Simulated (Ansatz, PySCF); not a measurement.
C4H11NSi, SMILES CNC1([SiH3])CC1. Atoms are numbered in the order given.

```xyz
17

C      2.1782    -0.5669    -0.0548
N      0.9498    -0.7768     0.6914
C     -0.2495    -0.2191     0.1044
Si    -0.3997     1.6586    -0.0710
C     -0.9040    -1.1005    -0.9458
C     -1.5174    -0.9961     0.4168
H      2.4627     0.4962    -0.2063
H      3.0129    -1.0683     0.4597
H      2.0833    -1.0215    -1.0542
H      1.0516    -0.4615     1.6549
H      0.6188     2.2277    -1.0030
H     -1.7562     2.0090    -0.5883
H     -0.2070     2.3033     1.2645
H     -0.3684    -2.0224    -1.1865
H     -1.4116    -0.6290    -1.7924
H     -1.3870    -1.8451     1.0926
H     -2.4585    -0.4508     0.5330
```

Geometry: B3LYP-D3(BJ)/def2-SVP. This is a generated structure with no PubChem entry under its InChIKey; it may be hypothetical. The values are those of a single conformer.

Two levels are set side by side: PBE-D3(BJ)/def2-SVP (Ansatz, an electronic-structure program) and B3LYP-D3(BJ)/def2-SVP (Ansatz). Each level has its own optimised geometry; the coordinates shown are those of the second. Frequencies come from the Hessian of PySCF at each geometry. Differences are taken from unrounded values.

```
quantity                            B3LYP-D3(BJ)  PBE-D3(BJ)  PBE-D3(BJ) minus B3LYP-D3(BJ)
----------------------------------  ------------  ----------  -----------------------------
mean bond length (Å)                       1.325       1.332                          0.008
bond C1–N2 (Å)                             1.453       1.455                          0.003
bond N2–C3 (Å)                             1.447       1.448                          0.001
bond C3–Si4 (Å)                            1.892       1.901                          0.010
bond C3–C5 (Å)                             1.519       1.524                          0.005
bond C3–C6 (Å)                             1.520       1.524                          0.005
bond C5–C6 (Å)                             1.498       1.502                          0.004
bond C1–H7 (Å)                             1.111       1.120                          0.009
bond C1–H8 (Å)                             1.101       1.109                          0.008
bond C1–H9 (Å)                             1.102       1.110                          0.008
bond N2–H10 (Å)                            1.019       1.027                          0.008
bond Si4–H11 (Å)                           1.493       1.507                          0.013
bond Si4–H12 (Å)                           1.494       1.507                          0.013
bond Si4–H13 (Å)                           1.496       1.509                          0.013
bond C5–H14 (Å)                            1.093       1.101                          0.008
bond C5–H15 (Å)                            1.094       1.102                          0.008
bond C6–H16 (Å)                            1.093       1.101                          0.008
highest harmonic wavenumber (cm⁻¹)          3522        3437                            -84
mean harmonic wavenumber (cm⁻¹)             1375        1336                            -39
zero-point energy (kcal/mol)               88.42       85.93                          -2.50
```

Exact exchange shortens and stiffens bonds; PBE has none. Differences between two approximate levels are no errors against the true value.
